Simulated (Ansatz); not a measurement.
Cost and result up the ladder for the cluster ZrAu12 (13 atoms). Total charge 0; singlet. Geometry: PBE-D4/def2-SVP.

Cartesian coordinates in Å:
```
Zr 0.097 -0.176 0.099
Au -0.371 -1.594 2.450
Au 1.751 2.988 1.301
Au -1.951 -2.212 0.385
Au 2.874 0.529 0.558
Au -0.047 -2.385 -1.778
Au -0.947 2.257 1.085
Au -0.524 0.426 -2.590
Au -2.631 -1.382 -2.205
Au 2.248 -1.837 -0.520
Au -2.595 0.613 -0.236
Au 1.123 2.071 -1.271
Au 0.972 0.701 2.722
```

Ansatz on 2 threads of AMD EPYC 7R13 on a shared host and a share (18 GiB) of an NVIDIA H100 80GB HBM3. Times are rough, and most runs start from the orbitals of an earlier one. CAM-B3LYP-D4/def2-TZVP serves as the yardstick here, not as an exact answer. Differences are given only for rows in sets of like size (and for xTB, whose basis is part of the method), since another set adds its own error. Binding counts from free atoms at the same level (Zr triplet, Au doublet; other spins of the atoms weren't run), without zero-point energy or a counterpoise term.

In the def2 sets Au, Zr take a core potential; there is no spin–orbit coupling. Correlated methods freeze no core orbitals; core or outer-core shells of Zr, Au are correlated, in sets that lack core-valence functions. Single mean-field runs in def2-SVP, def2-TZVP are fitted with def2-universal-jkfit. No other spin state of charge 0 was run. The structure comes from a short search, and lower isomers may exist.

Second-order perturbation terms are unreliable where d shells bring near-degenerate states, and here MP2/def2-TZVP lies more than 0.4 eV from the median of the functionals without such a term.

Correlated methods converge slowly with the basis.

```
                 level  functions  wall time  binding energy per atom (eV)  difference from CAM-B3LYP-D4/def2-TZVP (eV)                         remarks
      PBE0-D4/def2-SVP        415      3.7 s                          2.42                                            –                               –
     PBE0-D4/def2-TZVP        520      4.3 s                          2.49                                         0.20                               –
CAM-B3LYP-D4/def2-TZVP        520        7 s                          2.29                                         0.00                               –
         MP2/def2-TZVP        520        7 s                          3.15                                         0.86  test for broken spin undecided
```
